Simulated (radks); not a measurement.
Numerical settings for neutral osmium, [Xe] 4f14 5d6 6s2. All-electron calculation, scalar-relativistic Kohn-Sham, r2SCAN, spin-unpolarised, spherical densities, finite nucleus; meta-GGA in the generalised Kohn-Sham scheme; Fermi nuclear charge, rms radius 5.4126 fm. Program: a radial shooting solver on a logarithmic mesh with Libxc functionals. The defaults (mesh step 0.008 in ln r, mesh end at 40 bohr or more with all orbitals vanishing there, Anderson mixing 0.5 over 9 steps, residual threshold near 1e-9 with the energy settled to 1e-9 hartree or 1e-11 of itself, here a cap of 69 iterations) give E = -17252.613 hartree and 6s at -6.346 eV in 12 iterations. Run on one thread of a shared host, so times are rough (Arm Neoverse N1): 0.19 s of CPU time, 0.19 s wall, 12 iterations on 2440 mesh points. One setting is changed at a time: mesh step in ln r 0.08; mesh step in ln r 0.003; mesh step in ln r 0.05; mesh end (bohr) 5; mesh end (bohr) 1; residual threshold 0.001; residual threshold 1e-05; mixing 0.05; linear mixing, mixing 0.2; linear mixing, mixing 1; mixing history 20; iteration cap 5. Which runs fail to converge, and which converge to a wrong energy?

Answer. Not converged within the cap: mesh step in ln r 0.08; linear mixing, mixing 1; iteration cap 5. Settled on a wrong energy, with an occupied level pushed above zero by the early mesh end: mesh end (bohr) 1 (+329 hartree). Apart from these: settings that end as converged yet miss the energy by more than 1 mhartree: mesh step in ln r 0.05 (-0.00293 hartree); mesh end (bohr) 5 (+0.122 hartree).
